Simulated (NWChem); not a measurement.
Basis-set dependence for H$_{2}$As

```
As
H 1 1.5297
H 1 1.5297 2 90.76
```
Charge 0, spin multiplicity 2.

Everything below was run with NWChem. The geometry was optimised at UPBE0/def2-SVP, a minimum by its harmonic frequencies.

Hartree-Fock energies in Ha, correlation energies in mHa.

The Hamiltonian is non-relativistic. The correlated methods keep 9 core orbitals frozen. The Pople sets run with spherical d functions. The structure started from a generated list of species. The unpaired electrons of the parent sit in orbitals of symmetry b2 (C2v labels of the run); other states weren't searched. No SCF solution was tested for a lower state. Open-shell Hartree-Fock references start from PBE0 orbitals. Coupled-cluster values serve here as a point of comparison, not as the truth.

| basis | functions | UHF | UMP2 | SCS-UMP2 | CCSD on ROHF | CCSD[T] on ROHF | CCSD(T) on ROHF | CCSD on UHF | CCSD[T] on UHF | CCSD(T) on UHF |
|---|---|---|---|---|---|---|---|---|---|---|
| 6-31G* | 36 | -2235.04101 | -236.1 | -221.4 | -250.1 | -254.7 | -254.3 | -246.2 | -250.6 | -250.3 |
| def2-SVP | 42 | -2235.06243 | -223.0 | -212.8 | -241.4 | -247.6 | -247.2 | -237.4 | -243.4 | -243.0 |
| def2-TZVP | 60 | -2235.34200 | -246.4 | -235.8 | -267.6 | -276.6 | -276.0 | -263.1 | -271.8 | -271.2 |
| def2-QZVP | 135 | -2235.38791 | -316.9 | -302.4 | not run | not run | not run | not run | not run | not run |

From def2-TZVP to def2-QZVP the Hartree-Fock energy moves by -45.9 mHa and the UMP2 correlation energy by -70.5 mHa, which is 22 % of its value in the larger set.
